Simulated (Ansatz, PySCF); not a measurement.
Species: ethylenediamine, C₂H₈N₂, net charge 0, singlet state. 
Geometry from a B3LYP-D3(BJ)/def2-TZVP (Ansatz, a program for electronic structure) optimisation:
SMILES: C(N)CN
```xyz
12

N      1.8004     0.4329    -0.2539
C      0.5735     0.1334     0.4836
C     -0.5515    -0.2148    -0.4799
N     -1.7787    -0.5130     0.2575
H      2.5813     0.5552     0.3786
H      1.7040     1.2957    -0.7773
H      0.2389     0.9548     1.1379
H      0.7571    -0.7273     1.1290
H     -0.2619    -1.1016    -1.0463
H     -0.6612     0.6050    -1.2084
H     -2.5003    -0.8544    -0.3651
H     -2.1418     0.3214     0.7042
```

Dipole moments at this geometry, in debye (magnitudes).

| level | program | dipole (D) |
|---|---|---|
| BLYP/def2-TZVPD | Ansatz | 1.77 |
| B97M-V/def2-TZVPD | Ansatz | 1.75 |
| B3LYP/def2-TZVPD | Ansatz | 1.82 |
| PBE0/def2-TZVPD | Ansatz | 1.82 |
| BHLYP/def2-TZVPD | Ansatz | 1.87 |
| r2SCANh/def2-TZVPD | Ansatz | 1.81 |
| r2SCAN0/def2-TZVPD | Ansatz | … |
| M06-2X/def2-TZVPD | PySCF | 1.84 |
| HSE06/def2-TZVPD | Ansatz | 1.82 |
| CAM-B3LYP/def2-TZVPD | PySCF | 1.87 |
| LC-wPBE/def2-TZVPD | Ansatz | 1.91 |
| wB97X-V/def2-TZVPD | Ansatz | 1.87 |
| CCSD(T)/aug-cc-pVDZ | Ansatz | … |

Question: Complete the blanks.

Answer: 
- r2SCAN0/def2-TZVPD, dipole (D): 1.84
- CCSD(T)/aug-cc-pVDZ, dipole (D): 1.84

Measured: 1.99 D (NIST CCCBDB, as tabulated in the package chemicals), a vibrational average, which may belong to another conformer or a mix. This is an older compilation, not checked against later work.
